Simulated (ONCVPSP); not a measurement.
What one change does to a pseudopotential (Sr, ONCV)

| Property | Result |
| --- | --- |
| Element | strontium |
| Generator | ONCVPSP 4.0.1 |
| Type | optimised norm-conserving Vanderbilt (ONCV) |
| Functional | revPBE |
| Relativity | fully relativistic |
| Frozen core | [Kr] |
| Valence charge | 2 |
| Reference configuration | 5s1.5 (charge +0.5) |
| Partial waves | 5s: rc 3.10 bohr, ncon 4, nbas 9, qcut 2.1 1/bohr, 2 projectors, debl 2.4 Ha; p scattering state at 0.22 Ha: rc 2.75 bohr, ncon 3, nbas 8, qcut 2.9 1/bohr, 3 projectors, debl 2.8 Ha; d scattering state at 0.19 Ha: rc 3.35 bohr, ncon 4, nbas 7, qcut 3.2 1/bohr, 2 projectors, debl 2.5 Ha |
| Local potential | polynomial inside 1.75 bohr (lpopt 5, dvloc0 2 Ha) |
| Core correction | Teter function, fcfact 4.75, rcfact 1.45 |

Open shells are filled in proportion to 2j + 1.

In the d channel the program set the typed energies aside and used -0.140, 2.360 Ha (j = l + 1/2; the other j can differ).

All-electron outer shells of the reference configuration (revPBE, scalar-relativistic, ld1.x):

```json
{"shell": "5s", "level (eV)": "-5.80", "outermost node (bohr)": "1.65", "outermost maximum (bohr)": "3.62"}
```

Change: local potential polynomial inside 1.75 bohr (lpopt 5, dvloc0 0 Ha).

Cutoffs: the cutoffs (Ha) at which the residual kinetic energy of the hardest occupied pseudo-wave falls to 1 and 0.1 mHa per electron; they do not see the model core or the augmentation charge, which bear on the density cutoff. Errors are all-electron minus pseudo energies relative to the spin-unpolarised reference configuration.

**Question.** What does the change do?

**Answer.** The potential gets neither clearly harder nor softer (1.5 Ha and 2.2 Ha → 1.5 Ha and 2.2 Ha); the bound ghosts move from p to p, s; the lowest positive-energy flag moves from s at 21.9 eV to p1/2 at 75.2 eV; the number of tests with a reliable result goes from 3 to 1. In the separable form a ghost depends on how the local part lies against the semilocal potential of the channel, so the choice of the local part can create or remove one.

| quantity | base | changed |
| --- | --- | --- |
| cutoff, loose | 1.5 Ha | 1.5 Ha |
| cutoff, tight | 2.2 Ha | 2.2 Ha |
| bound ghosts | p1/2 | p1/2, s |
| GHOST(+) flags under 300 eV | s at 21.9 eV, p3/2 at 150.7 eV, p1/2 at 155.4 eV | p1/2 at 75.2 eV, p3/2 at 137.2 eV, d5/2 at 246.0 eV, d3/2 at 248.6 eV |
| tests with a reliable result | 3 of 4 | 1 of 4 |
| error for 5s2, meV [ΔE -2.31 eV] | -11 | -9.5 |
| s: phases at 3.14 bohr within 0.05 rad from the reference energy up to (Ha; the scan ends near 5) | 0.6 | -0.1 |
| p3/2: phases at 2.79 bohr within 0.05 rad from the reference energy up to (Ha; the scan ends near 5) | 3.5 | 3.5 |
| p1/2: phases at 2.79 bohr within 0.05 rad from the reference energy up to (Ha; the scan ends near 5) | n/a | n/a |
| d5/2: phases at 3.39 bohr within 0.05 rad from the reference energy up to (Ha; the scan ends near 5) | 0.5 | 0.4 |
| d3/2: phases at 3.39 bohr within 0.05 rad from the reference energy up to (Ha; the scan ends near 5) | 0.4 | 0.3 |
| rms error of d²Exc/dni dnj with the model core, mHa | 5.53 | 5.53 |

Base: The cutoffs count occupied waves only; projector 3 of the p channel, the hardest unoccupied one, needs 80 Ha at the loose tolerance. Changed file: The cutoffs count occupied waves only; projector 3 of the p channel, the hardest unoccupied one, needs 80 Ha at the loose tolerance. A true bound ghost makes a file unfit for plane-wave use even where its test errors are small: the radial tests pick states by their node count and pass the ghost by.
